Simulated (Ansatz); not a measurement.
Si24H30, a nanocrystal cut from hexagonal silicon, 54 atoms. Hardware: 2 threads of AMD EPYC 7R13 on a shared host and a share (18 GiB) of an NVIDIA H100 80GB HBM3.

Single mean-field runs in def2-SVP are fitted with def2-universal-jkfit.

(1) How many basis functions does each of these Ansatz runs have, and roughly what does it cost? PBE0-D4/def2-SVP, charge 0 triplet at the geometry of the charge 0 singlet, energy; PBE-D4/def2-SVP, charge -1 doublet at the geometry of the charge 0 singlet, energy, from earlier orbitals; r2SCAN-D4/def2-SVP, charge 0 singlet, energy, from earlier orbitals; PBE-D4/def2-SVP, charge 1 doublet at the geometry of the charge 0 singlet, energy, from earlier orbitals; PBE-D4/def2-SVP, charge 0 triplet at the geometry of the charge 0 singlet, energy, from earlier orbitals; PBE0-D4/def2-SVP, charge 0 singlet, energy, from earlier orbitals; PBE0-D4/def2-SVP, charge 1 doublet at the geometry of the charge 0 singlet, energy; PBE0-D4/def2-SVP, charge -1 doublet at the geometry of the charge 0 singlet, energy; PBE-D4/def2-SVP, charge 0 singlet, relaxation, 4 steps; PBE-D4/def2-SVP, charge 0 singlet, energy and forces, from earlier orbitals.

Results:

(1) Other jobs shared the machine, so times can vary by a factor of up to 3.

```tsv
run	functions	fitting or Cholesky vectors	wall time	peak host memory (GiB)
PBE0-D4/def2-SVP, charge 0 singlet, energy, from earlier orbitals	582	3612	8 s	1.1
r2SCAN-D4/def2-SVP, charge 0 singlet, energy, from earlier orbitals	582	3612	10 s	1.2
PBE-D4/def2-SVP, charge 0 singlet, energy and forces, from earlier orbitals	582	3612	11 s	1.2
PBE-D4/def2-SVP, charge -1 doublet at the geometry of the charge 0 singlet, energy, from earlier orbitals	582	3612	14 s	1.4
PBE-D4/def2-SVP, charge 1 doublet at the geometry of the charge 0 singlet, energy, from earlier orbitals	582	3612	16 s	1.4
PBE-D4/def2-SVP, charge 0 singlet, relaxation, 4 steps	582	3612	25 s	1.2
PBE0-D4/def2-SVP, charge -1 doublet at the geometry of the charge 0 singlet, energy	582	3612	25 s	1.4
PBE-D4/def2-SVP, charge 0 triplet at the geometry of the charge 0 singlet, energy, from earlier orbitals	582	3612	27 s	1.4
PBE0-D4/def2-SVP, charge 1 doublet at the geometry of the charge 0 singlet, energy	582	3612	39 s	1.4
PBE0-D4/def2-SVP, charge 0 triplet at the geometry of the charge 0 singlet, energy	582	3612	42 s	1.4
```
